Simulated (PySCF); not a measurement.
A structure optimised at PBE-D3(BJ)/def2-SVP, used in a PySCF frequency run:

```
N
C 1 1.4508
H 2 1.1094 1 111.15
H 2 1.1170 3 107.45 1 -122.68
H 2 1.1170 3 107.45 4 -114.63
C 1 1.4511 2 113.23 3 180.00
H 6 1.1097 1 110.98 2 180.00
H 6 1.1172 7 107.49 1 122.71
H 6 1.1172 7 107.49 8 114.58
Al 1 1.7955 2 124.13 3 0.00
H 10 1.5915 1 120.22 2 180.00
S 10 2.2087 11 123.25 7 180.00
H 12 1.3628 10 92.33 11 0.00
```
Charge 0, spin multiplicity 1.

### Question
Write its SMILES, formula and point group.

### Answer
C[N](C)[AlH][SH], C2H8AlNS, Cs

### Question
What are its rotational constants (standard atomic weights)?

### Answer
6.3916, 1.5931, 1.2965 GHz
